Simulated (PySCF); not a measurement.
Choosing a molecule for a target property.

Species are written as SMILES; each is one conformer at its optimised geometry, gas phase, non-relativistic unless stated; the electronic structure was computed with PySCF and density fitting.

Dipoles, sizes and rotational constants follow the conformer. The torsions of the flexible species, by atom-mapped SMILES:
- `[CH3:1][CH2:2][C:3]([SiH3:4])([CH2:5][CH3:6])[SiH2:7][SiH3:8]`: C1–C2–C3–Si4 61°, C2–C3–C5–C6 -58°, C2–C3–Si7–Si8 165°
- `[CH3:1]/[C:2]([SiH3:3])=[C:4](\[Cl:5])[CH2:6][CH:7]([F:8])[F:9]`: C2–C4–C6–C7 -104°, C4–C6–C7–F8 65°
- `[CH:1]#[C:2][SiH2:3][Si@H:4]1[CH2:5][C@H:6]([CH2:7][F:8])[CH2:9]1`: C2–Si3–Si4–C5 147°, C5–C6–C7–F8 -177°
- `[CH3:1][C:2](=[O:3])[NH:4][SiH2:5][N:6]([CH3:7])[CH3:8]`: C1–C2–N4–Si5 -179°, C2–N4–Si5–N6 177°, N4–Si5–N6–C7 52°
- `[CH3:1][CH:2]([CH3:3])[CH2:4][CH2:5][SiH:6]([SiH3:7])[SiH3:8]`: C1–C2–C4–C5 -173°, C2–C4–C5–Si6 60°, C4–C5–Si6–Si7 41°

Task: Wanted: smallest rotational constant below 0.6 GHz (GFN2-xTB) and HOMO–LUMO gap above 6.84 eV (PBE0/pcSseg-1), at GFN2-xTB geometries. Which candidate meets both?
A. `C/C([SiH3])=C(\Cl)CC(F)F`
B. `c1cc(Cl)oc(c1C)=O`
C. `C#C[SiH2][Si@H]1C[C@H](CF)C1`
D. `CCC([SiH2][SiH3])(CC)[SiH3]`

Result: C. Computed values:
| species | smallest rotational constant | HOMO–LUMO gap |
| --- | --- | --- |
| C#C[SiH2][Si@H]1C[C@H](CF)C1 | 0.415 GHz | 6.89 eV |
| C/C([SiH3])=C(\Cl)CC(F)F | 0.578 GHz | 6.78 eV |
| CCC([SiH2][SiH3])(CC)[SiH3] | 0.661 GHz | 7.72 eV |
| c1cc(Cl)oc(c1C)=O | 0.724 GHz | 5.03 eV |

Task: Wanted: dipole moment below 1.1 D (PBE0/pcSseg-1) and HOMO energy below -7.6 eV (PBE0/pcSseg-1), at GFN2-xTB geometries. Which candidate meets both?
A. `CC(C)CC[SiH]([SiH3])[SiH3]`
B. `C/C([SiH3])=C(\Cl)CC(F)F`
C. `Cc1ccc(Cl)oc1=O`
D. `CCC([SiH3])(CC)[SiH2][SiH3]`
E. `CC(=O)N[SiH2]N(C)C`

Result: A. Computed values:
```csv
species,dipole moment,HOMO energy
CC(C)CC[SiH]([SiH3])[SiH3],0.99 D,-8.13 eV
CCC([SiH3])(CC)[SiH2][SiH3],1.24 D,-7.71 eV
C/C([SiH3])=C(\Cl)CC(F)F,1.71 D,-7.39 eV
CC(=O)N[SiH2]N(C)C,3.88 D,-6.42 eV
Cc1ccc(Cl)oc1=O,4.34 D,-6.94 eV
```
